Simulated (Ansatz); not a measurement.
Basis-set extrapolation for FH5OSSi2, SMILES `O[SiH2]S[SiH2]F` (PBE0-D4/def2-TZVP geometry, frozen core, the Gaussian-basis code of Ansatz). Multiplicity 1, RHF reference.

|  | def2-TZVPP | def2-QZVPP |
| --- | --- | --- |
| HF | -1152.903799 | -1152.942120 |
| MP2 correlation | -0.910779 | -0.991007 |
| CCSD(T) correlation | -0.989637 | not run |

Energies in hartree. Use E(X) = E(∞) + A·exp(−7.88·√X) for Hartree–Fock and E(X) = E(∞) + B·X^(−2.97) for correlation, with X = 3 and 4, and add CCSD(T) minus MP2 of the smaller set to the MP2 limit.

**Question.** What is the CCSD(T) energy at the basis-set limit?

**Answer.** HF limit: -1152.942120 + (-0.038321) × 0.13774 = -1152.94740. MP2 limit: -0.991007 + (-0.080228) × 0.74074 = -1.05044. Higher-order term: -0.989637 − (-0.910779) = -0.07886. Total: -1154.07670 hartree, 481.2 kJ/mol below CCSD(T)/def2-TZVPP.
